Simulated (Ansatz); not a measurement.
Reaction (isomerisation): `CN[SiH2][AsH2]` → `CN([SiH3])[AsH2]`

Program: Ansatz. Geometries: PBE0-D4/def2-TZVP. ΔE: electronic, gas phase. CCSD(T)/CBS is the MP2 limit (def2-TZVPP, def2-QZVPP) plus CCSD(T) − MP2 in def2-TZVPP, frozen cores. DFT in def2-TZVPP. B3LYP here is the variant with VWN-RPA as its local correlation; programs differ in this. For As outer-core shells are correlated without core-valence functions, which leaves a few kJ/mol of doubt a bond. Scalar relativity is left out up to krypton. One conformer a species, not always the lowest.

`CN[SiH2][AsH2]`:

Cartesian coordinates in Å:
```
C -0.464 1.586 -1.014
N 0.221 0.457 -0.419
Si -0.554 -0.676 0.609
As 0.992 -2.158 1.600
H 0.235 2.402 -1.217
H -1.209 1.970 -0.313
H -0.986 1.343 -1.949
H 1.020 0.141 -0.945
H -1.577 -1.546 -0.051
H -1.266 0.088 1.670
H 1.558 -2.548 0.239
H 2.028 -1.059 1.790
```

`CN([SiH3])[AsH2]`:

```xyz
12

C     0.956    1.070   -0.733
N    -0.139    0.228   -0.273
Si   -0.280   -0.161    1.401
As   -0.857   -0.881   -1.573
H     0.711    1.525   -1.698
H     1.123    1.881   -0.019
H     1.905    0.529   -0.850
H    -1.679   -0.575    1.676
H     0.075    1.050    2.191
H     0.620   -1.273    1.835
H    -0.273   -2.230   -1.121
H    -2.161   -1.163   -0.835
```

CCSD(T)/CBS gives +15.0 kcal/mol.

Question: Another level gave +14.1 kcal/mol. Which?
A. B3LYP/def2-TZVPP
B. SCS-MP2/def2-TZVPP
C. PBE0-D4/def2-TZVPP
D. CCSD/def2-TZVPP

Answer: D. CCSD/def2-TZVPP 14.1, B3LYP 15.8, PBE0-D4 17.0, SCS-MP2/def2-TZVPP 12.5 kcal/mol.

Largest T1 diagnostic among the species: 0.011.

The D4 term adds −1.3 kcal/mol with B3LYP and −0.7 kcal/mol with PBE0; it sums over pairs of atoms, weighted by their polarisabilities, and B3LYP, whose exchange is more repulsive, gets the larger term.

CCSD(T)/CBS has its own doubt, a few kJ/mol and more with outer-core shells, so smaller differences from it don't rank the levels.
